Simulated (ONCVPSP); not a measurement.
Cutoff test, B (Z = 5), ONCV

ONCVPSP 4.0.1 input, shortened (lines: element, Z, core and valence counts, functional; n l f; lmax; l rc ep ncon nbas qcut; lloc lpopt rc5 dvloc0; l nproj debl; icmod fcfact rcfact), LDA (Perdew-Zunger), scalar-relativistic:

```
  B 5.00    1    2        3      upf
    1    0    2.00
    2    0    1.50
    2    1    1.50
    1
    0    1.05    0.00    3    8    5.20
    1    2.65    0.00    4    8    5.20
    4    5    0.70    6.00
    0    2    0.50
    1    2    0.90
    3    4.25    1.40
```

For each optimised wave give the share of its norm inside rc, the residual kinetic energy above qcut (Ha) and the cutoffs (Ha) for errors of 10, 1, 0.1 and 0.01 mHa per electron.

```
         wave  norm inside rc  residual KE  10 mHa  1 mHa  0.1 mHa  0.01 mHa
           2s           0.118      3.7e-04     6.9   11.7     23.8      84.7
s projector 2           0.035      3.4e-04     3.9   10.2     48.1     214.2
           2p           0.694      3.4e-07     5.7    8.2     10.1      11.5
p projector 2           0.178      6.2e-06     6.8    9.4     11.3      13.7
```

The occupied waves need 12 Ha and 24 Ha for 1 and 0.1 mHa.
